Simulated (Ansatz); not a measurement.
System: CH$_{3}$Zn, net charge 1, singlet state. SMILES: [CH3][Zn+]
Coordinates optimised at B3LYP-D3(BJ)/def2-TZVP (Ansatz, an electronic-structure program):
```xyz
5

Zn    -0.3464    -0.1992    -0.2734
C      1.0935     0.6288     0.8630
H      1.5632    -0.2249     1.3432
H      0.5446     1.2815     1.5361
H      1.7219     1.1459     0.1433
```
Charge +1, spin multiplicity 1.

Wanted: vertical triplet-singlet gap, E(triplet) - E(singlet), in eV. Set-up: dispersion terms only where a functional's name holds one; spin-orbit terms left out; frozen cores in correlated levels (noble-gas shells and the d and f shells of earlier blocks); 6-31G* and kin with 6d, 5d where marked; non-relativistic; each state is the SCF solution reached for its charge and spin; open shells spin-unrestricted. First-principles rows: single points at B3LYP-D3(BJ) geometries (Ansatz). The Hartree-Fock reference of [CH3][Zn+] is unstable towards a lower, spin-broken solution. The spin state of an ion or metal species was assumed, not searched. Levels can end on unlike triplets.

```
species            coefficient  E at MP2/6-31G* (Ansatz), Eh  E at B3LYP/def2-TZVPD (Ansatz), Eh
-----------------  -----------  ----------------------------  ----------------------------------
charge 1, triplet           +1                   -1817.10040                         -1818.95665
charge 1, singlet           -1                   -1817.20111                         -1819.06508
```

 1 Eh = 27.2114 eV.

Question: Work the quantity out at each level.

Answer: 
- MP2/6-31G*: the sum of coefficient times E is 0.10071 Eh, or 2.740 eV. Result: 2.74 eV.
- B3LYP/def2-TZVPD: the sum of coefficient times E is 0.10843 Eh, or 2.951 eV. Result: 2.95 eV.
